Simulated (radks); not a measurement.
Spin polarisation of the 4f13 shell in Yb3+. Start: [Xe] 4f(up 6.5, down 6.5); electrons of 4f are moved from spin down to spin up, other shells keep equal spins. Calculated with a radial shooting solver on a logarithmic mesh with Libxc functionals: non-relativistic Kohn-Sham, BLYP, spin-polarised, spherical densities, point nucleus.

| moment (Bohr magnetons) | E - E(0) (eV) | e(4f up) (eV) | e(4f down) (eV) | 5p down minus up (eV) |
|---|---|---|---|---|
| 0 | 0.000 | -40.875 | -40.875 | 0.000 |
| 0.25 | -0.013 | -40.981 | -40.768 | 0.064 |
| 0.5 | -0.053 | -41.085 | -40.659 | 0.128 |
| 0.75 | -0.120 | -41.188 | -40.549 | 0.192 |
| 1 | -0.213 | -41.289 | -40.438 | 0.256 |

At moment 1 the spin-polarisation energy is -0.213 eV and the 4f exchange splitting 0.851 eV, that is 0.851 eV per Bohr magneton; E = -I m^2/4 would give I = 0.851 eV.
